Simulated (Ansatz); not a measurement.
Born–Oppenheimer molecular dynamics of a periodic cell of 17 atoms, CuSi16 (host Si, host structure diamond, interstitial Cu), cell charge +1. It starts from a relaxed structure.

Computed with DFT PBEsol, scalar-relativistic, plane waves, PAW in Ansatz. Settings: cutoff 420 eV, k mesh 2x2x2, fermi-dirac smearing 0.02 eV, no spin polarisation.

```yaml
ensemble: NVT, Langevin thermostat
time_step: 3 fs
steps_asked: 200
set_temperature: 600 K
friction: 0.005 /fs
seed: 682144
```

Frames 6 fs apart, positions in Å, forces in eV/Å.

Velocities at 330.0 fs (Å/ps):

```
Si 8.22 -1.97 3.80
Si -1.25 4.01 3.06
Si -6.38 1.75 0.02
Si 2.87 5.01 3.99
Si 4.51 -2.52 -1.24
Si -1.73 -3.01 0.60
Si 4.04 2.04 4.57
Si -1.05 1.66 -4.89
Si 6.08 -5.99 0.09
Si -4.14 0.92 0.06
Si 0.36 0.69 7.56
Si -4.83 1.33 -0.42
Si -1.55 0.02 1.00
Si -3.20 7.50 -2.52
Si 2.65 2.22 -9.64
Si -2.54 3.26 0.26
Cu 1.70 1.98 1.91
```

```xyz
17
Lattice="0.0000 5.4300 5.4300 5.4300 0.0000 5.4300 5.4300 5.4300 0.0000" Properties=species:S:1:pos:R:3:forces:R:3 time_fs=330.0 energy_less_start_eV=0.981 T=471
Si -0.300 0.364 -0.046 1.28 -0.61 0.61
Si 1.175 1.524 1.522 0.11 0.02 -1.15
Si 2.725 2.973 0.393 -0.60 0.08 0.11
Si 3.985 4.534 1.592 0.39 0.05 -0.33
Si 2.694 0.400 2.867 -1.00 0.00 1.26
Si 3.882 1.906 4.211 -0.30 0.23 0.30
Si 5.387 3.136 2.917 -0.04 -0.01 -0.35
Si 6.776 4.469 4.405 0.71 -0.16 -0.73
Si -0.040 2.849 2.974 -0.09 0.03 -0.25
Si 1.274 4.300 4.151 -0.75 1.49 0.79
Si 2.627 5.807 2.993 0.20 -0.46 -0.25
Si 4.170 7.069 4.500 -0.34 -0.71 0.29
Si 2.395 3.097 5.770 1.61 0.22 -1.68
Si 3.854 4.197 7.217 0.52 -0.02 -0.43
Si 5.297 5.473 5.833 -0.69 -0.16 -0.30
Si 6.608 7.042 6.836 -0.50 -0.21 2.26
Cu 7.866 8.091 8.793 -0.49 0.22 -0.15
17
Lattice="0.0000 5.4300 5.4300 5.4300 0.0000 5.4300 5.4300 5.4300 0.0000" Properties=species:S:1:pos:R:3:forces:R:3 time_fs=336.0 energy_less_start_eV=0.949 T=457
Si -0.246 0.346 -0.021 0.66 -0.18 0.38
Si 1.165 1.544 1.537 0.61 -0.50 -1.34
Si 2.684 2.980 0.399 -0.08 0.43 0.24
Si 4.001 4.564 1.611 0.14 -0.40 -0.38
Si 2.711 0.382 2.866 -1.34 0.64 1.31
Si 3.870 1.886 4.220 0.14 0.24 0.45
Si 5.408 3.146 2.942 -0.57 -0.18 -0.48
Si 6.780 4.482 4.373 0.84 -0.24 -0.63
Si -0.010 2.814 2.973 -0.97 0.76 0.01
Si 1.251 4.309 4.157 -0.52 1.23 0.74
Si 2.632 5.809 3.032 0.11 -0.46 -0.54
Si 4.139 7.069 4.499 -0.12 -0.54 0.34
Si 2.390 3.100 5.764 1.58 0.13 -1.51
Si 3.839 4.245 7.200 1.24 -0.86 -0.72
Si 5.314 5.488 5.772 -0.86 -0.10 0.36
Si 6.589 7.059 6.856 -0.37 -0.24 2.10
Cu 7.876 8.101 8.804 -0.47 0.25 -0.32
17
Lattice="0.0000 5.4300 5.4300 5.4300 0.0000 5.4300 5.4300 5.4300 0.0000" Properties=species:S:1:pos:R:3:forces:R:3 time_fs=342.0 energy_less_start_eV=0.870 T=473
Si -0.189 0.327 0.009 -0.04 0.28 0.17
Si 1.161 1.550 1.541 0.93 -0.75 -1.23
Si 2.643 2.990 0.420 0.43 0.63 0.05
Si 4.017 4.588 1.618 -0.05 -0.78 -0.21
Si 2.714 0.373 2.881 -1.22 0.88 1.02
Si 3.858 1.869 4.245 0.61 0.22 0.39
Si 5.425 3.149 2.960 -1.07 -0.24 -0.49
Si 6.800 4.490 4.340 0.74 -0.30 -0.33
Si -0.001 2.786 2.967 -1.35 1.35 0.35
Si 1.225 4.338 4.171 -0.24 0.59 0.45
Si 2.637 5.807 3.059 0.03 -0.43 -0.77
Si 4.112 7.064 4.498 -0.03 -0.29 0.42
Si 2.405 3.103 5.738 1.05 -0.18 -0.88
Si 3.844 4.275 7.177 1.44 -1.16 -0.88
Si 5.325 5.496 5.706 -0.86 0.02 1.00
Si 6.562 7.066 6.903 0.03 -0.08 1.36
Cu 7.883 8.113 8.806 -0.39 0.22 -0.41
17
Lattice="0.0000 5.4300 5.4300 5.4300 0.0000 5.4300 5.4300 5.4300 0.0000" Properties=species:S:1:pos:R:3:forces:R:3 time_fs=348.0 energy_less_start_eV=0.836 T=569
Si -0.132 0.317 0.041 -0.86 0.60 0.03
Si 1.162 1.547 1.533 1.14 -0.58 -0.79
Si 2.614 3.011 0.442 0.77 0.71 -0.21
Si 4.032 4.611 1.634 -0.11 -1.06 -0.23
Si 2.698 0.374 2.905 -0.54 0.72 0.29
Si 3.854 1.857 4.271 0.97 0.11 0.25
Si 5.430 3.149 2.971 -1.37 -0.20 -0.38
Si 6.824 4.496 4.299 0.29 -0.31 0.28
Si -0.007 2.771 2.961 -1.39 1.64 0.51
Si 1.195 4.371 4.189 0.22 -0.12 0.01
Si 2.646 5.807 3.069 -0.27 -0.39 -0.78
Si 4.080 7.062 4.492 0.10 -0.05 0.54
Si 2.433 3.104 5.702 0.38 -0.38 -0.13
Si 3.874 4.288 7.146 1.09 -0.90 -0.67
Si 5.324 5.510 5.647 -0.56 0.06 1.39
Si 6.533 7.072 6.959 0.49 -0.01 0.40
Cu 7.888 8.127 8.803 -0.34 0.16 -0.50
17
Lattice="0.0000 5.4300 5.4300 5.4300 0.0000 5.4300 5.4300 5.4300 0.0000" Properties=species:S:1:pos:R:3:forces:R:3 time_fs=354.0 energy_less_start_eV=0.937 T=552
Si -0.080 0.316 0.082 -1.63 0.68 -0.20
Si 1.172 1.530 1.521 1.23 0.13 0.01
Si 2.596 3.041 0.459 0.87 0.61 -0.38
Si 4.045 4.624 1.652 -0.09 -1.23 -0.38
Si 2.677 0.380 2.933 0.46 0.50 -0.60
Si 3.864 1.846 4.300 1.12 -0.10 0.02
Si 5.415 3.145 2.975 -1.34 -0.12 -0.16
Si 6.851 4.496 4.257 -0.50 -0.25 1.07
Si -0.030 2.767 2.963 -1.07 1.54 0.32
Si 1.164 4.405 4.201 0.78 -0.82 -0.38
Si 2.660 5.803 3.065 -0.71 -0.31 -0.58
Si 4.044 7.060 4.491 0.25 0.15 0.66
Si 2.466 3.096 5.669 -0.29 -0.29 0.46
Si 3.921 4.280 7.103 0.46 -0.40 -0.25
Si 5.322 5.531 5.606 -0.10 -0.09 1.48
Si 6.510 7.068 7.016 0.83 -0.01 -0.44
Cu 7.890 8.143 8.801 -0.27 0.01 -0.65
17
Lattice="0.0000 5.4300 5.4300 5.4300 0.0000 5.4300 5.4300 5.4300 0.0000" Properties=species:S:1:pos:R:3:forces:R:3 time_fs=360.0 energy_less_start_eV=1.127 T=470
Si -0.043 0.331 0.129 -2.12 0.24 -0.76
Si 1.193 1.510 1.507 1.25 1.17 1.01
Si 2.586 3.077 0.464 0.84 0.35 -0.41
Si 4.060 4.620 1.667 -0.14 -1.14 -0.49
Si 2.657 0.389 2.948 1.37 0.34 -1.15
Si 3.884 1.838 4.330 1.03 -0.42 -0.25
Si 5.383 3.134 2.978 -0.99 -0.01 0.07
Si 6.874 4.490 4.229 -1.24 -0.15 1.58
Si -0.058 2.783 2.979 -0.66 1.02 -0.09
Si 1.144 4.421 4.208 1.01 -1.01 -0.47
Si 2.660 5.798 3.049 -0.89 -0.25 -0.29
Si 4.009 7.057 4.505 0.32 0.34 0.56
Si 2.490 3.084 5.636 -0.73 -0.10 0.97
Si 3.971 4.261 7.056 -0.14 0.05 0.17
Si 5.323 5.551 5.583 0.30 -0.22 1.44
Si 6.500 7.059 7.069 0.94 -0.04 -1.11
Cu 7.889 8.159 8.794 -0.15 -0.18 -0.78
17
Lattice="0.0000 5.4300 5.4300 5.4300 0.0000 5.4300 5.4300 5.4300 0.0000" Properties=species:S:1:pos:R:3:forces:R:3 time_fs=366.0 energy_less_start_eV=1.221 T=427
Si -0.042 0.350 0.174 -1.93 -0.23 -1.20
Si 1.237 1.501 1.505 0.87 1.83 1.46
Si 2.587 3.115 0.469 0.69 0.04 -0.48
Si 4.067 4.596 1.681 -0.13 -0.85 -0.53
Si 2.652 0.404 2.953 1.87 0.00 -1.16
Si 3.915 1.833 4.354 0.71 -0.73 -0.33
Si 5.344 3.110 2.986 -0.45 0.16 0.16
Si 6.883 4.481 4.217 -1.55 0.10 1.69
Si -0.091 2.806 2.995 -0.19 0.54 -0.41
Si 1.139 4.426 4.212 0.89 -0.86 -0.20
Si 2.652 5.790 3.025 -0.85 -0.23 0.09
Si 3.981 7.059 4.522 0.32 0.39 0.42
Si 2.512 3.068 5.620 -1.06 0.06 1.17
Si 4.016 4.244 7.009 -0.57 0.30 0.54
Si 5.327 5.567 5.578 0.56 -0.22 1.24
Si 6.503 7.044 7.116 0.86 -0.01 -1.60
Cu 7.887 8.169 8.783 -0.04 -0.30 -0.85
17
Lattice="0.0000 5.4300 5.4300 5.4300 0.0000 5.4300 5.4300 5.4300 0.0000" Properties=species:S:1:pos:R:3:forces:R:3 time_fs=372.0 energy_less_start_eV=1.113 T=545
Si -0.061 0.366 0.204 -1.09 -0.34 -1.03
Si 1.296 1.518 1.524 -0.03 1.88 1.07
Si 2.599 3.158 0.476 0.34 -0.31 -0.65
Si 4.069 4.562 1.690 -0.02 -0.42 -0.50
Si 2.667 0.424 2.943 1.86 -0.61 -0.64
Si 3.960 1.822 4.367 0.04 -0.87 -0.05
Si 5.296 3.086 2.998 0.34 0.32 0.01
Si 6.863 4.475 4.228 -1.10 0.30 1.20
Si -0.131 2.840 3.003 0.24 0.10 -0.41
Si 1.147 4.416 4.219 0.68 -0.63 0.17
Si 2.638 5.776 3.002 -0.69 -0.22 0.41
Si 3.958 7.057 4.546 0.39 0.32 0.20
Si 2.533 3.062 5.628 -1.26 -0.05 0.89
Si 4.054 4.231 6.973 -0.81 0.44 0.85
Si 5.339 5.579 5.589 0.45 0.03 1.00
Si 6.518 7.023 7.148 0.70 0.24 -1.72
Cu 7.889 8.172 8.773 -0.05 -0.20 -0.82
17
Lattice="0.0000 5.4300 5.4300 5.4300 0.0000 5.4300 5.4300 5.4300 0.0000" Properties=species:S:1:pos:R:3:forces:R:3 time_fs=378.0 energy_less_start_eV=1.052 T=643
Si -0.086 0.384 0.228 0.15 -0.48 -0.54
Si 1.360 1.556 1.557 -1.04 1.62 0.36
Si 2.622 3.194 0.478 -0.03 -0.55 -0.83
Si 4.078 4.521 1.693 -0.13 0.23 -0.38
Si 2.705 0.435 2.923 1.62 -1.24 0.08
Si 4.010 1.796 4.378 -0.96 -0.74 0.30
Si 5.246 3.067 3.018 1.37 0.29 -0.28
Si 6.827 4.475 4.251 -0.39 0.31 0.43
Si -0.169 2.871 3.006 0.73 -0.29 -0.12
Si 1.163 4.397 4.226 0.30 -0.36 0.48
Si 2.617 5.758 2.988 -0.22 -0.25 0.67
Si 3.944 7.061 4.574 0.32 0.18 -0.12
Si 2.541 3.056 5.654 -1.08 -0.32 0.48
Si 4.090 4.215 6.952 -1.11 0.63 0.83
Si 5.355 5.587 5.609 0.26 0.33 0.88
Si 6.542 6.996 7.155 0.31 0.68 -1.59
Cu 7.893 8.176 8.759 -0.11 -0.05 -0.69
17
Lattice="0.0000 5.4300 5.4300 5.4300 0.0000 5.4300 5.4300 5.4300 0.0000" Properties=species:S:1:pos:R:3:forces:R:3 time_fs=384.0 energy_less_start_eV=1.141 T=576
Si -0.107 0.403 0.242 1.28 -0.77 0.19
Si 1.419 1.614 1.595 -1.83 1.09 -0.05
Si 2.635 3.219 0.468 -0.21 -0.55 -0.89
Si 4.091 4.480 1.698 -0.26 0.85 -0.35
Si 2.763 0.433 2.904 1.13 -1.56 0.51
Si 4.048 1.763 4.396 -1.85 -0.44 0.42
Si 5.209 3.049 3.044 2.15 0.26 -0.53
Si 6.785 4.485 4.279 0.35 0.14 -0.35
Si -0.193 2.898 3.010 1.03 -0.59 0.18
Si 1.184 4.381 4.238 -0.13 -0.14 0.65
Si 2.595 5.737 2.979 0.32 -0.24 0.81
Si 3.932 7.069 4.607 0.27 0.07 -0.48
Si 2.534 3.048 5.686 -0.72 -0.53 0.08
Si 4.104 4.206 6.941 -1.23 0.73 0.81
Si 5.374 5.597 5.639 -0.08 0.58 0.73
Si 6.574 6.980 7.141 -0.05 1.03 -1.23
Cu 7.896 8.181 8.739 -0.15 0.07 -0.51
17
Lattice="0.0000 5.4300 5.4300 5.4300 0.0000 5.4300 5.4300 5.4300 0.0000" Properties=species:S:1:pos:R:3:forces:R:3 time_fs=390.0 energy_less_start_eV=1.203 T=592
Si -0.108 0.419 0.262 1.94 -0.97 0.69
Si 1.454 1.683 1.641 -1.90 0.32 -0.05
Si 2.647 3.229 0.445 -0.33 -0.33 -0.77
Si 4.107 4.450 1.698 -0.45 1.25 -0.32
Si 2.837 0.420 2.901 0.21 -1.40 0.38
Si 4.067 1.730 4.411 -2.19 -0.05 0.50
Si 5.191 3.041 3.067 2.51 0.18 -0.62
Si 6.754 4.496 4.298 0.79 0.01 -0.76
Si -0.205 2.912 3.018 1.14 -0.61 0.35
Si 1.202 4.365 4.253 -0.52 0.04 0.73
Si 2.579 5.720 2.986 0.79 -0.26 0.74
Si 3.923 7.085 4.628 0.39 -0.23 -0.66
Si 2.515 3.041 5.720 -0.29 -0.63 -0.36
Si 4.098 4.207 6.939 -1.06 0.70 0.83
Si 5.392 5.610 5.680 -0.45 0.69 0.39
Si 6.616 6.975 7.116 -0.37 1.18 -0.70
Cu 7.894 8.191 8.718 -0.20 0.12 -0.36
17
Lattice="0.0000 5.4300 5.4300 5.4300 0.0000 5.4300 5.4300 5.4300 0.0000" Properties=species:S:1:pos:R:3:forces:R:3 time_fs=396.0 energy_less_start_eV=1.144 T=652
Si -0.086 0.421 0.295 1.99 -0.70 0.70
Si 1.468 1.765 1.692 -1.45 -0.69 0.09
Si 2.656 3.235 0.418 -0.44 -0.10 -0.56
Si 4.113 4.436 1.693 -0.54 1.43 -0.21
Si 2.920 0.387 2.911 -0.96 -0.81 0.04
Si 4.061 1.703 4.425 -1.64 0.25 0.59
Si 5.196 3.045 3.073 2.32 -0.11 -0.34
Si 6.741 4.503 4.311 0.90 0.07 -0.88
Si -0.203 2.920 3.032 0.98 -0.46 0.42
Si 1.221 4.342 4.280 -0.79 0.31 0.67
Si 2.570 5.717 3.009 1.03 -0.34 0.58
Si 3.911 7.101 4.639 0.65 -0.59 -0.69
Si 2.494 3.028 5.753 0.21 -0.52 -0.76
Si 4.080 4.211 6.947 -0.69 0.48 0.79
Si 5.403 5.623 5.727 -0.66 0.65 -0.07
Si 6.660 6.986 7.093 -0.70 0.94 -0.14
Cu 7.889 8.200 8.695 -0.21 0.18 -0.23
```

Of the whole run (600 fs, mean temperature of the second half 563 K): A run of 0.6 ps of so small a system gives no equilibrium averages. Limits of this set-up: coarse k mesh, charged cell in a uniform background, uncorrected.

The run took 14 min on 1 thread of Intel(R) Xeon(R) Platinum 8488C (Sapphire Rapids), on a shared host, peak memory 0.76 GiB.
